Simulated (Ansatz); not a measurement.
The same path of AlBCl₂H₃N (8 atoms, charge 0, multiplicity 1) was run twice with different band settings. Lost on the way: B2–H8. Made: N1–H8.

Computed with UKS r2SCAN-D4/STO-3G in Ansatz 0.2.0.

Relaxed end points:

```xyz
8
Properties=species:S:1:pos:R:3
N 0.609 0.151 1.336
B 0.698 -0.425 0.085
Al -0.753 -0.013 -1.245
Cl -0.924 -0.703 -3.201
Cl -2.305 1.257 -0.655
H -0.158 0.786 1.645
H 1.306 0.009 2.099
H 1.620 -1.120 -0.120
```

```xyz
8
Properties=species:S:1:pos:R:3
N 0.717 -0.077 1.066
B 0.658 -1.183 -0.143
Al -0.672 -0.371 -1.356
Cl -1.605 -0.626 -3.211
Cl -1.155 1.570 -0.456
H 0.383 -0.441 1.998
H 0.079 0.775 0.795
H 1.687 0.295 1.251
```

Common settings: movable images 7; climbing image yes; spring 5.0 eV/Å²; optimiser quadratic models (default); start path through a guess of the saddle point; end points relaxed.

| run | force threshold | iteration limit |
| --- | --- | --- |
| 1 | 0.05 eV/Å | 29 |
| 2 | 0.5 eV/Å | 31 |

Task: What does each run give, and how far can it be trusted?

Result: Run 1: converged after 29 iterations, highest image 5.686 eV above the first end. The profile has 3 maxima (images 1, 4, 6) with wells between them (images 2, 5): this band takes more than one step, which may be the mechanism or a detour left from its start path. Neighbouring images differ by up to 5.7 eV, so the band resolves the path poorly. A vibrational analysis at the climbing image gives one clearly imaginary mode, 62i cm⁻¹: a first-order saddle point.
Run 2: converged after 13 iterations, highest image 5.727 eV above the first end. The threshold of 0.5 eV/Å is loose, so the images may lie well off the minimum-energy path. The profile has 2 maxima (images 2, 6) with wells between them (image 4): this band takes more than one step, which may be the mechanism or a detour left from its start path. Neighbouring images differ by up to 4.4 eV, so the band resolves the path poorly. The order of the stationary point at the top wasn't checked.
Limits of this set-up: minimal basis.
